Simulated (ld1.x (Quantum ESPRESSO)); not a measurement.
**Reading a pseudo-wave (Al)**

Columns: radius, all-electron u(r) and pseudo u(r) of the 2s shell (level -141.51 eV) of aluminium in the configuration [He] 2s2 2p6 3s0 3p0; LDA (PZ), non-relativistic, TM scheme, ld1.x (Quantum ESPRESSO) 7.5.

| r (bohr) | all-electron | pseudo |
| --- | --- | --- |
| 0.047 | 0.5752 | -0.1780 |
| 0.095 | 0.5064 | -0.3560 |
| 0.142 | 0.1894 | -0.5228 |
| 0.190 | -0.1935 | -0.6818 |
| 0.237 | -0.5392 | -0.8233 |
| 0.285 | -0.8270 | -0.9500 |
| 0.332 | -1.0368 | -1.0541 |
| 0.380 | -1.1819 | -1.1380 |
| 0.427 | -1.2660 | -1.1967 |
| 0.475 | -1.3039 | -1.2321 |
| 0.522 | -1.3045 | -1.2432 |
| 0.570 | -1.2773 | -1.2319 |
| 0.617 | -1.2310 | -1.2011 |
| 0.665 | -1.1701 | -1.1531 |
| 0.712 | -1.1020 | -1.0936 |
| 0.760 | -1.0276 | -1.0243 |
| 0.807 | -0.9529 | -0.9519 |
| 0.855 | -0.8768 | -0.8766 |
| 0.902 | -0.8040 | -0.8040 |
| 0.950 | -0.7327 | -0.7327 |
| 0.997 | -0.6664 | -0.6664 |
| 1.045 | -0.6027 | -0.6027 |
| 1.092 | -0.5447 | -0.5447 |
| 1.140 | -0.4898 | -0.4898 |
| 1.187 | -0.4403 | -0.4403 |
| 1.235 | -0.3940 | -0.3940 |

Question: How many radial nodes do the two functions have?

Answer: The all-electron 2s function has n − l − 1 = 1; the pseudo-wave has 0, since the states of the same l below it are removed with the core.

Question: At about which radius was the pseudo-wave matched?

Answer: 0.95 bohr. The columns agree to 0.0005 from 0.85 bohr on; several derivatives are matched, so the curves merge somewhat inside the radius.

Question: Is the pseudo-wave norm-conserving?

Answer: Yes: the TM scheme keeps the norm inside the radius equal to the all-electron one, which fixes the energy derivative of the logarithmic derivative at the level.
